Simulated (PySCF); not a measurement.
Predicted microwave data (CAM-B3LYP/def2-SVPD in PySCF (dipole) on a GFN2-xTB geometry, gas phase) for one isomer of C6H8SSi:

```
Rotational constants : A = 2656, B = 1094, C = 786.0 MHz
Dipole components    : |μa| = 2.46 D, |μb| = 2.46 D, |μc| = 0.00 D
Inertial defect      : -9.23 u·Å²
κ                    : -0.67
```

Question: Which structure is it? (One computed conformer of each.)
A. `[CH3:1][C:2](=[S:3])[C:4]1=[CH:5][CH:6]=[CH:7][SiH2:8]1` with C1–C2–C4–C5 0°
B. `[SiH3:1][S:2][C:3]1=[CH:4][C@@H:5]2[CH:6]=[CH:7][C@H:8]12` with Si1–S2–C3–C4 1°
C. `[SH:1][SiH2:2][c:3]1[cH:4][cH:5][cH:6][cH:7][cH:8]1` with H–S1–Si2–C3 55°, S1–Si2–C3–C4 -164°

Answer: A. It is CC(=S)C1=CC=C[SiH2]1, an asymmetric top, point group Cs. The candidates at the same level (rigid rotor, commonest isotopes):

```tsv
SMILES	A (MHz)	B (MHz)	C (MHz)	μa (D)	μb (D)	μc (D)	Δ (u·Å²)	point group	rotor
CC(=S)C1=CC=C[SiH2]1	2656	1094	786.0	2.46	2.46	0.00	-9.23	Cs	asymmetric top
[SiH3]SC1=C[C@@H]2C=C[C@H]12	3785	853.6	772.5	0.03	1.27	0.20	-71.41	C1	near-prolate asymmetric top
S[SiH2]c1ccccc1	3587	794.2	662.9	1.96	0.36	0.48	-14.90	C1	near-prolate asymmetric top
```

`[SiH3]SC1=C[C@@H]2C=C[C@H]12` has A 43 % too high; `S[SiH2]c1ccccc1` has A 35 % too high. In the right answer the mirror of this Cs structure is the ab plane, so μc vanishes by symmetry. No structure here is proved a minimum.
